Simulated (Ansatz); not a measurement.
System: C₂H₅Te, charge 1, singlet. A triplet may lie lower; no result for it is given here. C2H5Te+ (parent SMILES [Te]([CH2])C, singlet).
B3LYP-D3(BJ)/def2-TZVP minimum from Ansatz (a quantum-chemistry and plane-wave program):
```xyz
8

C      1.6293    -0.0918    -0.6993
Te    -0.0112    -0.0381     0.3470
C     -1.4151     0.2887    -1.2398
H      2.5757    -0.2482    -0.1946
H      1.6366     0.0292    -1.7762
H     -1.9292     1.2238    -1.0290
H     -0.8703     0.3377    -2.1782
H     -2.1147    -0.5442    -1.2290
```
Charge +1, spin multiplicity 1.

Total energies in def2-SVP, 18 correlated electrons, 11 frozen orbitals. UHF or UKS for unpaired electrons; spin-orbit terms are left out. Cores are frozen in correlated methods (noble-gas shells, and filled d and f shells in the p block). Past Kr the def2 sets carry scalar-relativistic core potentials. Spin-orbit terms, left out, reach several kcal/mol for Br and I, and more for heavier atoms. The T1 diagnostic of C2H5Te+ (parent SMILES [CH2][Te]C, singlet) reaches 0.027 in the sets run. The restricted determinant of C2H5Te+ (parent SMILES [CH2][Te]C, singlet) is unstable towards broken spin symmetry in at least one set run. The spin of C2H5Te+ (parent SMILES [CH2][Te]C, singlet) was assumed, and the state is the lowest solution found for it.

```
method    program  energy (Eh)  minus CCSDT(Q) (mEh)
--------  -------  -----------  --------------------
HF         Ansatz   -345.26402                439.73
MP2        Ansatz   -345.64280                 60.95
CCSD       Ansatz   -345.68455                 19.20
CCSD(T)    Ansatz   -345.70151                  2.24
CCSDT(Q)   Ansatz   -345.70375                  0.00
```

Rough core times of Ansatz's runs on a shared machine: CCSD(T) under 20 s, CCSDT(Q) 5 min.
